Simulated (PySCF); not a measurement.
CH₄Cl₂O₂Sn (SMILES C[O][Sn]([OH])([Cl])[Cl]), singlet, at a GFN2-xTB geometry (such geometries of metal compounds can be far from the true shape) (all electrons, no relativity), with bond 5-3 at 1.8 times its length.

Input for PySCF:
```python
from pyscf import gto, scf, mcscf
import numpy

mol = gto.M(
    atom='''
C    -2.630684    0.004809   -1.162630
O    -1.296060   -0.348173   -1.395155
Sn    0.217562   -0.086383   -0.105568
O     1.751298   -0.790874   -1.073874
Cl    0.869205    3.883382    0.757774
Cl   -0.066968   -1.280037    1.822966
H    -3.061448   -0.536229   -0.317996
H    -2.754385    1.078067   -1.006110
H    -3.165048   -0.280729   -2.070946
H     1.530460   -1.121514   -1.948092
''',
    basis='sto-3g',
    charge=0,
    spin=0,
    verbose=4,
)

mf = scf.RHF(mol)
mf.kernel()
mc = mcscf.CASSCF(mf, 2, 2)
mc.fix_spin_(ss=0.0)
mc = mc.state_average_([0.5, 0.5])
mc.kernel()
```

Task: What is the computed SCF-reference Mulliken (on the basis functions themselves) charges in atom order (SA2-CASSCF(2,2)/STO-3G (PySCF))?

Result: C1 -0.07, O2 -0.37, Sn3 1.41, O4 -0.45, Cl5 -0.56, Cl6 -0.37, H7 0.06, H8 0.07, H9 0.08, H10 0.19

Task: What is the computed SCF-reference HOMO energy (SA2-CASSCF(2,2)/STO-3G)?

Result: -5.43 eV

Task: Give the number of basis functions at the level SA2-CASSCF(2,2)/STO-3G.

Result: 64

Task: Estimate the total energy of the lowest state that SA2-CASSCF(2,2)/STO-3G returns for this input.

Result: -7059.8964 Eh

Task: Estimate the nuclear repulsion energy that SA2-CASSCF(2,2)/STO-3G returns for this input.

Result: 800.8918 Eh
